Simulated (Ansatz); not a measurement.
`CC(F)C[SiH3]` + H₂ → `CCC[SiH3]` + H–F  (hydrogenolysis of a C–F bond)

Program: Ansatz. Geometries: PBE0-D4/def2-TZVP. ΔE: electronic, gas phase. CCSD(T)/CBS adds triple-zeta CCSD(T) − MP2 to the extrapolated MP2 energy (def2 sets, frozen cores). This one scheme is used for every species. Functionals use def2-TZVPP. B3LYP here is the variant with VWN-RPA as its local correlation; programs differ in this. HSE06 is defined as in plane-wave codes. Each species was taken in one conformer, which may not be the lowest.

| level | ΔE (kJ/mol) | difference from CCSD(T)/CBS |
| --- | --- | --- |
| B3LYP-D4 | -72.2 | 11.3 |
| r2SCAN0-D4 | -75.8 | 7.7 |
| HSE06-D4 | -79.8 | 3.7 |
| PBE-QIDH | -85.0 | -1.5 |
| BLYP | -69.5 | 14.0 |
| B3LYP | -74.4 | 9.1 |
| r2SCAN0 | -76.2 | 7.3 |
| CCSD/def2-TZVPP | -83.7 | -0.2 |
| SCS-MP2/def2-QZVPP | -84.9 | -1.4 |
| MP2/CBS(def2) | -89.8 | -6.3 |
| CCSD(T)/CBS | -83.5 | 0 |

Largest T1 diagnostic among the species: 0.011.

Leaving LDA and LC-ωPBE aside and taking each functional with its dispersion term where it has one, the values, not all of them listed here, spread over 18.6 kJ/mol, from PBE-QIDH to BLYP-D4. LDA lies +5.5 kJ/mol from PBE without D4. From BLYP to BHLYP (50 % exact exchange), in def2-TZVPP and without D4, ΔE moves by −8.1 kJ/mol. At CCSD(T), def2-SVP lies +14.4 kJ/mol from the extrapolated value and def2-TZVPP +2.4 kJ/mol.

CCSD(T)/CBS has its own doubt, a few kJ/mol and more with outer-core shells, so smaller differences from it don't rank the levels.
